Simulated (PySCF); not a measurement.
B3H5N3, SMILES B1[N]BNBN1 (connectivity only; charge and spin as stated), charge -1, multiplicity 1. Coordinates come from a PBE-D3(BJ)/def2-SVPD optimisation. The spin state was assumed, not searched. The isomer is the one that the SMILES or the coordinates give; other isomers of the formula were not compared.

These are PBE-D3(BJ)/def2-SVPD in PySCF values and carry that method's errors.

Harmonic wavenumbers (cm⁻¹): 225, 290, 413, 470, 535, 706, 708, 806, 837, 851, 861, 862, 890, 964, 982, 1021, 1085, 1241, 1298, 1302, 1368, 1479, 2282, 2297, 2414, 3508, 3512. Rotational constants (GHz): 5.446, 5.328, 2.693; symmetry number 2.

**Question.** Work out the zero-point energy and the ideal-gas rigid-rotor harmonic-oscillator thermochemistry at 298.15 K and 1 atm.

**Answer.** ZPE = ½ Σ hcν = ½ × 33206 cm⁻¹ = 198.62 kJ/mol. H − E(el) = 215.10 kJ/mol. Entropy in J/(mol K): translation 163.32, rotation 102.28, vibration 32.31, total 297.91. G − E(el) = 126.28 kJ/mol. Cp = 94.48 J/(mol K).
